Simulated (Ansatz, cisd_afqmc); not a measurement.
Species: TlCl, charge 0, singlet. TlCl (SMILES [Cl][Tl]).
B3LYP-D3(BJ)/def2-TZVP minimum from Ansatz (a quantum-chemistry and plane-wave program):
```xyz
2

Tl     0.0000     0.0000    -0.4393
Cl     0.0000     0.0000     2.0929
```
Charge 0, spin multiplicity 1.

Total energies in def2-SVP, 10 correlated electrons, 14 frozen orbitals. Radicals and triplets start from unrestricted determinants; spin-orbit coupling is neglected. Cores are frozen in correlated methods (noble-gas shells, and filled d and f shells in the p block). Past Kr the def2 sets carry scalar-relativistic core potentials. AFQMC/CISD: phaseless, guided by CISD from CCSD amplitudes; bars are statistical, one sigma. Outlying blocks are dropped, and bars are widened where a walk drifts. Over all cases where full CI ran beside it in this data, AFQMC minus full CI had a median of +0.1 mEh and passed +0.4 mEh in a tenth of the cases. Spin-orbit terms, left out, reach several kcal/mol for Br and I, and more for heavier atoms.

```csv
method,program,energy (Eh),minus CCSDTQ (mEh)
HF,Ansatz,-630.94625,187.49
MP2,Ansatz,-631.10988,23.86
CCSD,Ansatz,-631.12898,4.76
CCSD(T),Ansatz,-631.13290,0.83
CCSDT(Q),Ansatz,-631.13377,-0.04
CCSDTQ,Ansatz,-631.13374,0.00
AFQMC/CISD,cisd_afqmc,-631.1338 ± 0.0002,-0.1 ± 0.2
```

Rough core times of Ansatz's runs on a shared machine: CCSD(T) under 20 s, CCSDT(Q) under 20 s, CCSDTQ 2 min.
